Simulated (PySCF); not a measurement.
Mo(NH)(S)(Me)(SH) (CH₅MoNS₂), SMILES [CH3][Mo](=[NH])(=[S])[SH], multiplicity 1. Heavy atoms are numbered as in [Mo:1](=[NH:2])(=[S:4])([CH3:5])[SH:9]. Hydrogens are named by the atom that carries them.

Geometry: B3LYP-D3(BJ)/def2-SVP. The multiplicity is an assumed one; no other spin state was optimised. The structure was generated by enumeration; whether it is a known compound was not checked. The def2 effective core potentials stand for the cores of Mo; spin–orbit coupling is left out. Other conformers were not sampled.

Method: PySCF with PBE/def2-TZVP.

ESP charges are fitted to the potential on shells at 1.4 to 2.0 van der Waals radii. Atomic charges (e), one atom of each kind:

```json
[
 {"atom": "Mo1", "Löwdin": "-0.12", "ESP fit": "0.54"},
 {"atom": "N2 (NH)", "Löwdin": "-0.28", "ESP fit": "-0.57"},
 {"atom": "H on N2", "Löwdin": "0.16", "ESP fit": "0.36"},
 {"atom": "S4", "Löwdin": "0.14", "ESP fit": "-0.21"},
 {"atom": "C5 (CH3)", "Löwdin": "-0.47", "ESP fit": "-0.45"},
 {"atom": "H on C5", "Löwdin": "0.13", "ESP fit": "0.13"},
 {"atom": "S9 (SH)", "Löwdin": "0.11", "ESP fit": "-0.26"},
 {"atom": "H on S9", "Löwdin": "0.07", "ESP fit": "0.19"}
]
```
